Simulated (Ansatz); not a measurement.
Total energies of Au3⁻ (the lowest singlet isomer of a short search) from Ansatz at r2SCAN-D4/def2-TZVPD, gas phase (1 Eh = 27.2114 eV = 2625.5 kJ/mol). The reference geometry is relaxed at PBE0-D4/def2-TZVPD.

```xyz
3

Au    0.0000    0.0000    0.0000
Au   -0.8916    1.6209   -1.8095
Au    0.8916   -1.6209    1.8095
```

```json
{"state": "charge -1 singlet", "geometry": "reference", "energy (Eh)": "-407.53911"}
{"state": "charge 0 doublet", "geometry": "reference", "energy (Eh)": "-407.40792"}
{"state": "charge -1 triplet", "geometry": "relaxed at PBE0-D4/def2-TZVPD", "energy (Eh)": "-407.50160"}
{"state": "charge -1 quintet", "geometry": "relaxed at PBE0-D4/def2-TZVPD", "energy (Eh)": "-407.31706"}
```

In the def2 sets Au takes a core potential; there is no spin–orbit coupling.

Task: Work out the vertical ionisation energy to the doublet.

Result: E(charge 0 doublet) − E(charge -1 singlet) = -407.40792 − (-407.53911) = 0.13119 Eh = 3.57 eV. For comparison, −ε of the highest occupied level is 1.44 eV at this level, 2.13 eV less.

Task: Which of the charge -1 states is lowest, and how far above it are the others?

Result: The singlet. triplet: -407.50160 − (-407.53911) = 0.03751 Eh = 98.5 kJ/mol; quintet: -407.31706 − (-407.53911) = 0.22205 Eh = 583.0 kJ/mol. The triplet differs in its bonds from the reference.

At r2SCAN-D4/def2-TZVPD the highest occupied level of the charge -1 quintet lies above zero (up to 1.38 eV). The electron is either unbound and held by the finite basis, or the level is raised by self-interaction error.

The structure comes from a short search, and lower isomers may exist.
